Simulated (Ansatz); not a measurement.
Reaction (hydrogenolysis of a C–Si bond): `N=C(O)[SiH3]` + H₂ → `N=CO` + SiH₄

Calculated with Ansatz (gas phase, PBE0-D4/def2-TZVP geometries, no zero-point term in ΔE). CBS: MP2 limit from def2 TZ/QZ plus the TZ coupled-cluster correction, frozen cores. This one scheme is used for every species. Functionals use def2-TZVPP. Each species was taken in one conformer, which may not be the lowest.

```tsv
level	ΔE (eV)
BHLYP-D4	-0.42
CAM-B3LYP-D4	-0.39
BLYP	-0.41
r2SCAN0	-0.39
RPA@PBE/def2-TZVPP	-0.39
MP2/def2-SVP	-0.45
HF/def2-QZVPP	-0.63
MP2/CBS(def2)	-0.28
```

(1) What does CCSD(T)/CBS give? (Best estimate.)

Largest T1 diagnostic among the species: 0.014.

## Answers

(1) The calculation gave: -0.33 eV. The listed levels differ from it by -0.09, -0.06, -0.08, -0.06, -0.06, -0.12, -0.30, 0.05 eV.

From BLYP to BHLYP (50 % exact exchange), in def2-TZVPP and without D4, ΔE moves by −0.09 eV. In def2-TZVPP, CCSD(T) changes the Hartree–Fock value by +0.26 eV (the triples alone add +0.06 eV) and MP2 by +0.31 eV.
